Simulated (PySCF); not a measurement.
# Electron correlation in Rb(2+) (rubidium, charge +2)

[Ar] 3d10 4s2 4p5, 2P determinant. All numbers are calculated (PySCF 2.14, scalar relativity by spin-free X2C-1e, in jorge-DZP-DKH). Frozen: [Ar] 3d10 4s2; 5 electrons correlated.

Total MP2 correlation energy: -42.67 mhartree.

Same-spin part -13.20 and opposite-spin part -29.47 mhartree; SCS-MP2 scales them by 1/3 and 6/5 to -39.77 mhartree.

```tsv
level	correlation energy (mhartree)
CCSD	-49.49
(T)	-0.02
CCSD(T)	-49.51
```

Diagnostics: T1 = 0.00029, D1 = 0.0005, largest double amplitude 0.034.

Cost of the coupled-cluster step: 0.14 s of wall time on 1 thread of Neoverse-V1 (shared host), for 5 correlated electrons.
